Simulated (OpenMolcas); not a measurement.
**Ti, Zr, Hf: d² s² down the group**

* Program: OpenMolcas 26.06
* Method: SS-CASPT2, IPEA 0.25 Eh, imaginary shift 0.1 Eh
* Basis: ANO-RCC-VQZP
* Scalar Hamiltonian: DKH2, point nucleus
* Spin-orbit coupling: state interaction with AMFI integrals over the reference wave functions, term energies averaged over their components

Active space for each ion: 4 electrons in 6 orbitals (d s); closed shells correlated by CASPT2: Ti 3s 3p; Zr 4s 4p; Hf 5s 5p.

Computed levels in cm-1 above ³F₂:

```
                               Level    Ti    Zr    Hf
                                 ³F₃   143   452  2310
                                 ³F₄   328   976  4350
                                 ¹D₂  5570  3270  4610
                                 ¹G₄  8990  6550  9850
weight of ³F in the lowest level (%)   100    98    89
```

Mixed levels, with the weight of the term that names them: Ti ¹G₄ (70 %), Zr ¹D₂ (51 %), Hf ¹D₂ (56 %).

Measured, with the error of the calculation in %. Measured levels: Ti, Zr, Hf from NIST Handbook of Basic Atomic Spectroscopic Data.

```json
{"Level": "³F₃", "Ti": "170 (-15.9)", "Zr": "570 (-20.7)", "Hf": "2357 (-2.2)"}
{"Level": "³F₄", "Ti": "387 (-15.2)", "Zr": "1241 (-21.4)", "Hf": "4568 (-4.7)"}
{"Level": "¹D₂", "Ti": "7255 (-23.2)", "Zr": "", "Hf": "5639 (-18.3)"}
{"Level": "¹G₄", "Ti": "12118 (-25.8)", "Zr": "8057 (-18.7)", "Hf": "10533 (-6.5)"}
```

The fine-structure level ³F₄ changes by a factor of 13.3 from Ti to Hf.

Without spin-orbit coupling ¹D lies 5390, 2270, 2380 cm-1 above ³F in that order; the difference to the level ¹D₂, of either sign, comes from spin-orbit coupling, which also lowers the zero.

Term energies are means over components that CASPT2 splits; among the terms shown or strongly mixed into the levels shown the widest spread is 2200 cm-1 (3d² 4s² ³F, Ti). Over all roots computed the reference weight is 0.81 to 0.92 in Ti, 0.84 to 0.91 in Zr, 0.85 to 0.93 in Hf; the roots of lowest weight are the least certain, and an intruder state may touch them. Terms from blocks run as CI alone lack orbitals of their own. Some terms miss by over 15 % even with CASPT2, which points to a basis or an active space too small for the shells correlated. Configurations are named by rounded mean occupations; where the s occupation lies near a half they are strongly mixed, a name can repeat and a true partner stay unpaired (holds for Ti; Zr). The CASPT2 spread within a term exceeds the gap to the next term for 3d³ 4s ³F(1) and 3d² 4s² ¹G, so the order of their levels is uncertain, and so are names and mixing where such terms share a J (holds for Ti). Computed and measured levels are paired by configuration, term and J; levels that our copy of the source lacks, or whose pairing is in doubt (as where it misses far off the trend of its configuration), stay unpaired and out of the deviations. Levels of configurations outside the active space are missing.

A number in round brackets counts repeated terms of one configuration in the order of the reference energies.
